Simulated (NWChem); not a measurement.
**Plane-wave run on MgSe (space group Fm-3m)**

```
MgSe
1.0
    0.00000     2.73373     2.73373
    2.73373     0.00000     2.73373
    2.73373     2.73373     0.00000
Mg Se
1 1
Cartesian
  0.00000   0.00000   0.00000
  2.73373   2.73373   2.73373
```

Program: NWChem. Origin of the cell: Materials Project cell, not relaxed here.

Norm-conserving pseudopotentials with valence charges Mg 2, Se 6, fixed occupations, no spin-orbit coupling, density cut at twice the wavefunction cutoff.

The filled d shells of Se are in the core.

Level: LDA (Vosko), default library, cutoff 25 Ha, density from a 4×4×4 mesh. Bands run along Γ–X–U|K–Γ–L–W–X with k in units of the cell's reciprocal vectors.

Q: Give the band energies at the labelled points, in eV from the valence-band top.

A: 
| point | k | band 1 | band 2 | band 3 | band 4 | band 5 | band 6 |
|---|---|---|---|---|---|---|---|
| Γ | 0.000 0.000 0.000 | -12.96 | 0.00 | 0.00 | 0.00 | 2.32 | 7.15 |
| X | 0.500 0.000 0.500 | -11.55 | -4.23 | -1.77 | -1.77 | 1.51 | 3.77 |
| U | 0.625 0.250 0.625 | -11.55 | -3.75 | -3.34 | -1.42 | 2.77 | 6.05 |
| K | 0.375 0.375 0.750 | -11.55 | -3.75 | -3.34 | -1.42 | 2.77 | 6.05 |
| L | 0.500 0.500 0.500 | -11.86 | -4.94 | -0.57 | -0.57 | 3.60 | 5.77 |
| W | 0.500 0.250 0.750 | -11.51 | -3.30 | -3.30 | -2.58 | 4.26 | 6.66 |
Bands up to 4 are filled.
